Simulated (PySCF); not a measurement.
Working out the ionisation energy of V

V [Ar] 3d3 4s2 (4F) → V⁺ [Ar] 3d4 (5D). Calculation: PySCF 2.14, in x2c-QZVPPall; the spin-free X2C one-electron Hamiltonian (Gaussian nucleus). Frozen: [Ne]. Energies in hartree (1 hartree = 27.21139 eV):

```
             part    V (lower)   V⁺ (upper)
              UHF  -948.158950  -947.931896
MP2 opposite-spin    -0.256925    -0.232207
    MP2 same-spin    -0.109183    -0.127110
```

**Question.** What does Hartree-Fock give?

**Answer.** (-947.931896) − (-948.158950) = 0.227054 hartree = 6.178 eV.

**Question.** What do MP2 and SCS-MP2 (6/5 opposite-spin, 1/3 same-spin) give?

**Answer.** The opposite-spin parts differ by 0.673 eV and the same-spin parts by -0.488 eV. MP2: 6.178 + (0.673) + (-0.488) = 6.363 eV. SCS-MP2: 6.178 + 1.2 × (0.673) + (-0.488)/3 = 6.823 eV.

Measured between the centres of the two terms (NIST): 6.732 eV, so MP2 (valence and next inner shell) is off by -0.369 eV.

What remains against the reference includes basis incompleteness, the frozen core and correlation beyond second order.
